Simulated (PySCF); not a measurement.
Neon: a sound run and one with changed settings

Sound run: Ne⁺ [He] 2s2 2p5, Ne²⁺ [He] 2s2 2p4. Computed with PySCF 2.14 in aug-cc-pVDZ-DK, with the spin-free X2C one-electron Hamiltonian (Gaussian nucleus). The sound run starts from symmetry-adapted Hartree-Fock orbitals and uses a fine grid where one is needed.

Changed run: radial step 0.3 in ln r (0.13 in the sound run). This setting is unsound on purpose.

```json
{"species": "Ne⁺", "method": "UHF", "sound run (hartree)": "-127.90409", "changed run (hartree)": "-127.90409", "converged": "yes"}
{"species": "Ne⁺", "method": "PBE0", "sound run (hartree)": "-128.16692", "changed run (hartree)": "-128.16711", "converged": "yes"}
{"species": "Ne⁺", "method": "B3LYP", "sound run (hartree)": "-128.26581", "changed run (hartree)": "-128.26596", "converged": "yes"}
{"species": "Ne²⁺", "method": "UHF", "sound run (hartree)": "-126.45984", "changed run (hartree)": "-126.45984", "converged": "yes"}
{"species": "Ne²⁺", "method": "PBE0", "sound run (hartree)": "-126.65807", "changed run (hartree)": "-126.65822", "converged": "yes"}
{"species": "Ne²⁺", "method": "B3LYP", "sound run (hartree)": "-126.74626", "changed run (hartree)": "-126.74630", "converged": "yes"}
```

Ionisation energy of Ne⁺:

| method | sound run (eV) | changed run (eV) |
| --- | --- | --- |
| UHF | 39.300 | 39.300 |
| PBE0 | 41.058 | 41.059 |
| B3LYP | 41.349 | 41.352 |

A coarse radial grid mis-integrates the density and the exchange-correlation energy, with errors of either sign; Hartree-Fock needs no grid.

For comparison, NIST gives 40.963 eV between the lowest levels.
